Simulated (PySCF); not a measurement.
1,6-hexanediol, C₆H₁₄O₂.
Z-matrix (Å and degrees, PBE0-D3(BJ)/def2-SVP geometry), rows numbered from 1:
```
O 
C   1  1.4011
C   2  1.5194  1  113.27
C   3  1.5205  2  113.44  1   178.54
C   4  1.5214  3  113.66  2   179.46
C   5  1.5206  4  113.57  3  -178.89
C   6  1.5194  5  113.52  4   179.93
O   7  1.4012  6  113.23  5   177.55
H   1  0.9627  2  107.87  3    60.77
H   2  1.1104  1  111.82  3  -124.18
H   2  1.1024  1  106.30  3   120.40
H   3  1.1034  2  108.49  1    55.45
H   3  1.1067  2  108.86  1   -59.49
H   4  1.1048  3  109.43  2   -58.13
H   4  1.1053  3  109.44  2    57.14
H   5  1.1049  4  109.27  3    58.62
H   5  1.1052  4  109.17  3   -56.41
H   6  1.1066  5  109.30  4    58.14
H   6  1.1034  5  110.41  4   -58.12
H   7  1.1104  6  109.45  5   -56.98
H   7  1.1024  6  109.58  5    59.04
H   8  0.9627  7  107.85  6    60.73
```

Computed, not measured: TDDFT wB97X-D/def2-SVPD, vertical, gas phase, core orbitals frozen in the response in PySCF.

Computed states:

| state | E (eV) | f |
| --- | --- | --- |
| S1 | 7.29 | 0.0006 |
| S2 | 7.29 | 0.015 |
| S3 | 8.42 | 0.0084 |
| S4 | 8.49 | 0.049 |
| S5 | 8.75 | 0.0012 |
| S6 | 8.80 | 0.0099 |
| S7 | 8.83 | 0.016 |
| S8 | 8.89 | 0.017 |
| S9 | 8.98 | 0.037 |
| S10 | 9.06 | 0.041 |

Each state is given a Gaussian of 0.25 eV full width at half maximum, with ε(max) = 2.175×10⁸ f / Δν̃ (Δν̃ the width in cm⁻¹). The width is an assumption, not a result. The curve ends short of the highest state used, and states not computed would add to its high-energy end.

**Question.** What does the envelope look like, and where are its maxima?

**Answer.** 
(E (eV), ε (L mol⁻¹ cm⁻¹)): (6.91, 3), (6.96, 12), (7.00, 38), (7.05, 124), (7.09, 272), (7.13, 518), (7.18, 952), (7.22, 1320), (7.27, 1626), (7.31, 1637), (7.35, 1431), (7.40, 991), (7.44, 629), (7.49, 292), (7.53, 135), (7.58, 42), (7.62, 14), (7.66, 4), (7.71, 1), (7.75, 0), (7.80, 0), (7.84, 0), (7.88, 0), (7.93, 0), (7.97, 0), (8.02, 1), (8.06, 4), (8.11, 19), (8.15, 61), (8.19, 171), (8.24, 515), (8.28, 1076), (8.33, 2256), (8.37, 3522), (8.42, 5108), (8.46, 5926)

Maxima: 170 nm (7.29 eV), ε about 1700, made up of S2 (96%) (ε in L mol⁻¹ cm⁻¹; maxima over ε = 5, shares over 10%). At its high-energy end, 8.46 eV, the curve is still rising (ε about 5900, from S3 and S4).

**Question.** What would ε be at 7.29 eV, the highest of these maxima, with half the width (0.125 eV)?

**Answer.** About 3320 L mol⁻¹ cm⁻¹ against 1660, a factor of about 2.00; a lone state at its own centre would give exactly 2.

**Question.** Coming from long wavelengths, where does ε first pass 100 L mol⁻¹ cm⁻¹?

**Answer.** At about 176 nm (7.04 eV), 0.25 eV below S1.

The vertical ionisation energy (ΔSCF) is 10.06 eV, 1.01 eV above S10.

One conformer stands for the species.
